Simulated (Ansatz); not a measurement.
System: CdH, net charge 0, doublet state. The spin state was set by rule; other spins were not relaxed. SMILES: [CdH]
Geometry from a B3LYP-D3(BJ)/def2-TZVP (Ansatz, a first-principles code) optimisation:
```
Cd
H 1 1.7985
```
Charge 0, spin multiplicity 2.

Wanted: vertical electron affinity (to the singlet state of charge -1; a negative value means that the extra electron is unbound and the number depends on the basis; each state is the SCF solution reached for its spin; for the singlet the Hartree-Fock reference is unstable and T1 is 0.027), in eV. Cores are frozen in the correlated levels unless marked. Open shells are spin-unrestricted. Spin-orbit coupling is left out. The frozen core is the preceding noble-gas configuration, with the filled d and f shells of earlier blocks. In def2 rows, elements after Kr have scalar-relativistic effective core potentials. Anions need diffuse functions: def2-D sets add few. 

| level | program | vertical electron affinity (eV) |
|---|---|---|
| PBE/def2-TZVPD | Ansatz | 0.67 |
| CAM-B3LYP/def2-TZVPD | Ansatz | 0.73 |
| CCSD/def2-SVPD | Ansatz | 0.49 |
| CCSD/def2-TZVPPD | Ansatz | 0.54 |
| CCSD(T)/def2-SVPD | Ansatz | 0.52 |
| CCSD(T)/def2-TZVPPD | Ansatz | 0.59 |
